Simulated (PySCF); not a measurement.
# Bond lengths and vibrations by method: BFH3NSi

Calculated results; nothing here was measured. They come from PySCF 2.14.0, an open-source quantum chemistry program, on an isolated molecule that a program drew, which may never have been made. The molecule is BFH3NSi (charge 0, singlet), drawn as the SMILES string `B=N[SiH2]F`.

The geometry was optimised and harmonic frequencies were computed with HF and MP2, all in the cc-pV(D+d)Z basis, for the commonest isotopes, with a restricted reference for singlets and an unrestricted one otherwise, and a frozen core in MP2. Each result is a local minimum of its method.

Geometry at the HF minimum:
```xyz
7
BFH3NSi, angstrom
B    -0.6751   -2.5702    0.2358
N    -0.6949   -1.5096   -0.4131
Si   -0.7110   -0.0811   -1.3164
F    -0.2012   -0.3864   -2.8159
H    -0.6582   -3.5669    0.8510
H    -2.0746    0.4535   -1.4328
H     0.2116    0.9117   -0.7490
```

Lengths of the bonds as drawn, in Å (atoms numbered as above):
| bond | HF | MP2 |
|---|---|---|
| B1-N2 | 1.244 | 1.269 |
| N2-Si3 | 1.690 | 1.713 |
| Si3-F4 | 1.613 | 1.628 |
| B1-H5 | 1.171 | 1.180 |
| Si3-H6 | 1.469 | 1.472 |
| Si3-H7 | 1.469 | 1.472 |

Rotational constants, in GHz:
```
constant    HF    MP2
       A  18.6  18.54
       B  3.63  3.508
       C  3.15  3.057
```

Harmonic frequencies in cm^-1, each column in rising order, so a row needn't be the same motion in every method:
| rank | HF | MP2 |
|---|---|---|
| 1 | 128 | 119 |
| 2 | 173 | 157 |
| 3 | 356 | 331 |
| 4 | 745 | 704 |
| 5 | 755 | 705 |
| 6 | 811 | 724 |
| 7 | 831 | 733 |
| 8 | 836 | 771 |
| 9 | 893 | ? |
| 10 | 1025 | 981 |
| 11 | 1053 | 1003 |
| 12 | 1983 | 1850 |
| 13 | 2362 | 2329 |
| 14 | 2372 | 2333 |
| 15 | 2995 | 2912 |

**Estimate the missing MP2 frequency from the HF column.**

A single factor s that minimises the squared misfit of MP2 against s times HF over the other rows is sum(HF x MP2) / sum(HF^2) = 0.9639, with an rms misfit of 37 cm^-1. For rank 9 it gives 0.9639 x 893 = 861 cm^-1. The calculation gives 866 cm^-1, 5 cm^-1 above the estimate. The drawn bonds are on average 0.9 % longer in MP2 than in HF.
